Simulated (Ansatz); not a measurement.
CH$_{8}$ClNSi$_{2}$, SMILES `C[Si](N)([SiH3])Cl`. The species carries charge 0 and has multiplicity 1.

```xyz
13

C    -1.2496   -0.9796   -0.9181
Si    0.3203   -0.1986   -0.3000
N     1.0573   -1.2634    0.8166
Si    0.0646    1.8869    0.7267
Cl    1.4976    0.1674   -1.9903
H    -1.0337   -1.9400   -1.3942
H    -1.9448   -1.1476   -0.0925
H    -1.7318   -0.3404   -1.6600
H     1.8756   -0.9726    1.3279
H     1.0929   -2.2520    0.6193
H    -0.3811    2.9018   -0.2644
H    -0.9362    1.8198    1.8272
H     1.3689    2.3181    1.3017
```

(1) Give the diagnostics of a CCSD(T)/def2-TZVPP run (frozen core, Ansatz 0.2.0). (Estimate.)

Results:

(1) Ansatz gave: T1 = 0.0107, largest single amplitude 0.014, largest double 0.019, (T) share of the correlation energy 3.8 %, 9 CCSD cycles. The RHF solution is stable towards an unrestricted one. T1 lies under the customary mark of 0.02 for closed shells.
